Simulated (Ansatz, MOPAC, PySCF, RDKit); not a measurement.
Dimer: H2O (SMILES O) (first 3 atoms) with C2H6O (SMILES CCO); geometry from B3LYP-D3(BJ)/def2-TZVP, rigid monomers moved along the line of their centres of mass till H2···O6 is 2.16 Å.
(charge 0, multiplicity 1):
```
atom    x (Å)    y (Å)    z (Å)
----  -------  -------  -------
O     -0.2192   0.3078   0.1725
H      0.3039   0.1022   0.9666
H      0.1251  -0.2641  -0.5197
C     -1.2986   0.3954   3.7984
C     -0.2643  -0.7111   3.7169
O      0.9132  -0.3140   2.9971
H     -2.1897   0.0432   4.3228
H     -1.5881   0.7222   2.7993
H     -0.9092   1.2562   4.3492
H      0.0176  -1.0616   4.7153
H     -0.6566  -1.5638   3.1631
H      1.2926   0.4598   3.4291
```

Interaction energies are E(AB) − E(A) − E(B) at the monomers' geometry in the complex; basis-set methods are counterpoise corrected. Rows marked so take none.

Frozen-core correlation. Rows in 6-311+G**, 6-31G* carry no dispersion term and start afresh at each structure (6-31G* with six Cartesian d functions). The state that AM1, PM3 reach isn't checked.

Codes used: Ansatz (Gaussian orbitals); MOPAC for AM1, PM3 (differences of heats of formation); PySCF for 6-311+G** rows, 6-31G* rows, the dispersion terms; RDKit for the force fields. Each number belongs to the level named beside it.

| level | interaction energy (kcal/mol) |
|---|---|
| MMFF94 | -4.76 |
| AM1 | -3.17 |
| PM3 | -1.75 |
| PBE-D3(BJ)/def2-TZVPPD | -5.93 |
| BP86/6-31G* (no counterpoise) | -6.59 |
| B3LYP/6-311+G** (no counterpoise) | -5.56 |
| B3LYP-D4/def2-TZVPPD | -5.71 |
| wB97M-V/def2-TZVPPD | -5.67 |
| SCS-MP2/aug-cc-pVDZ | ? |

Fill in the missing entries.


- SCS-MP2/aug-cc-pVDZ, interaction energy (kcal/mol): -4.88

Ansatz is an electronic-structure program.
